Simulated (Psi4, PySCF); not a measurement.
Here is a job for PySCF.
```python
from pyscf import gto, scf, cc

mol = gto.Mole()
mol.atom = '''
    C    -1.36117832   -0.26974965    0.13237859
    C     0.00579222    0.10746035   -0.00938527
    O     0.41203326    1.24989483   -0.13701374
    O     0.85181276   -0.94705890    0.00975486
    H    -1.62384014   -1.30516767    0.23952430
    H    -2.11821760    0.49114534    0.13041341
    H     1.76360616   -0.63492926   -0.08982650
'''
mol.basis = 'sto-3g'
mol.spin = 1
mol.verbose = 3
mol.build()

mf = scf.UHF(mol)
mf.kernel()

mycc = cc.CCSD(mf, frozen=4)
mycc.kernel()
et = mycc.ccsd_t()
print('E(CCSD(T)) = %.10f' % (mycc.e_tot + et))
```

Q: Convert this to an input for Psi4.

A: Several could match; the one computed here: 
```
memory 2 GB

molecule mol {
0 2
  C    -1.361178   -0.269750    0.132379
  C     0.005792    0.107460   -0.009385
  O     0.412033    1.249895   -0.137014
  O     0.851813   -0.947059    0.009755
  H    -1.623840   -1.305168    0.239524
  H    -2.118218    0.491145    0.130413
  H     1.763606   -0.634929   -0.089827
}

set basis sto-3g
set reference uhf
set freeze_core true
set mp2_type conv
set scf_type pk
set puream true
set d_convergence 1e-8

energy('ccsd(t)')
print_variables()
```

Both were run: PySCF gave -224.394864 Eh and Psi4 -224.394864 Eh, 0.000 mEh apart.
